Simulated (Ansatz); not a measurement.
Al4Ga3⁺, relaxed as a singlet with RKS PBE-D4/def2-SVP in Ansatz, starting from the GFN2-xTB geometry. Force threshold 0.02 eV/Å.

The restricted singlet is unstable towards broken spin symmetry in Hartree–Fock (as tested in another run); at PBE-D4/def2-SVP this wasn't settled. The structure comes from a short search, and lower isomers may exist.

Start:

| atom | x (Å) | y (Å) | z (Å) |
| --- | --- | --- | --- |
| Al1 | -1.158 | 1.073 | -1.546 |
| Al2 | 0.786 | 1.996 | -0.012 |
| Al3 | -0.582 | -1.337 | -0.615 |
| Al4 | 1.284 | 0.115 | -1.801 |
| Ga5 | -0.663 | -2.210 | 2.037 |
| Ga6 | 1.647 | -0.404 | 0.819 |
| Ga7 | -1.314 | 0.767 | 1.118 |

```
step   energy (eV)  largest force component (eV/Å)  SCF passes
   1  -183449.9685                           1.111          48
   2  -183450.7327                           1.250          34
   3  -183451.1999                           1.024          24
   4  -183451.4770                           0.647          24
   5  -183451.6439                           0.428          23
   6  -183451.6460                           0.407          29
   7  -183451.6657                           0.366          30
   8  -183451.6875                           0.386          22
   9  -183451.7232                           0.053          22
  10  -183451.7241                           0.008          25
```

Force components are those of the run's own axes.

End:

```xyz
7

Al   -1.2546    0.8729   -1.3198
Al    0.7655    1.8806    0.2555
Al   -0.7612   -1.6680   -1.0506
Al    1.2590   -0.1136   -1.5748
Ga   -0.4283   -1.4756    1.5024
Ga    1.8238   -0.3832    0.9300
Ga   -1.4042    0.8869    1.2574
```

Bonds lost: Al3–Ga6, Al3–Ga7 (atoms count from 1). Bonds formed: Ga5–Ga6, Ga5–Ga7 (atoms count from 1).

No frequencies were taken in this run, so the end may be a saddle point.

Run time 29 s (4 threads of Arm Neoverse V1 on a shared host).
